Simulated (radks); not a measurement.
Results of a calculation; reference values are marked as such.
Problem. Coherent X-ray form factor from a spherical all-electron density. Code: a radial shooting solver on a logarithmic mesh with Libxc functionals. Model: scalar-relativistic Kohn-Sham, PBE, spin-polarised, spherical densities, finite nucleus; Fermi nuclear charge, rms radius of each element as measured or else 0.836 A^(1/3) + 0.57 fm.

sin(theta)/lambda (1/angstrom),f0 (electrons)
0.05,44.351
0.1,42.565
0.15,40.028
0.2,37.159
0.25,34.278
0.3,31.580
0.4,27.046
0.5,23.676
0.6,21.200
0.8,17.690
1,14.871
1.25,11.752
1.5,9.275
2,6.443

The species is in the configuration that NIST lists as its ground one. Which atom or ion scatters so?

Solution. The palladium ion Pd+, [Kr] 4d9. Extrapolating in s^2 from the first two rows gives f0(0) = 44.9, near the electron count 45; among species with that count, the fall with angle is slower the higher Z, and the table is that of Z = 46; from so few rows the species is fixed only to a neighbour or two.
